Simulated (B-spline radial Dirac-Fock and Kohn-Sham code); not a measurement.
## Compton profile of Bi⁷⁹⁺

System: the Bi⁷⁹⁺ ion in the configuration [He] 2s2.

Model: the impulse approximation on relativistic Hartree-Fock (Dirac-Fock) wave functions, averaged over the configuration. Program: an atomic code on a B-spline grid. pz is in atomic units of momentum; subshell profiles are per electron, for a selection of subshells; open shells are spread over both j values by their weights.

```tsv
pz	J total	J 1s1/2	J 2s1/2
7	0.06620	0.00847	0.0246
10	0.05786	0.00832	0.0206
15	0.04289	0.00797	0.0135
20	0.03033	0.00752	0.00765
30	0.01673	0.00641	0.00196
40	0.01213	0.00522	0.000848
60	0.007806	0.00316	0.000741
100	0.002663	0.00105	0.000277
```

Question: What is the peak value J(0), and which subshell contributes most to it?

Answer: J(0) = 0.07586. The 2s1/2 subshell gives the largest part, 77 %.

Mean momentum ⟨p⟩ by subshell (a.u.): 1s1/2 92.8, 2s1/2 34.7.

Values without a named source are computed, but for edge energies of neutral atoms, which are taken from tables.
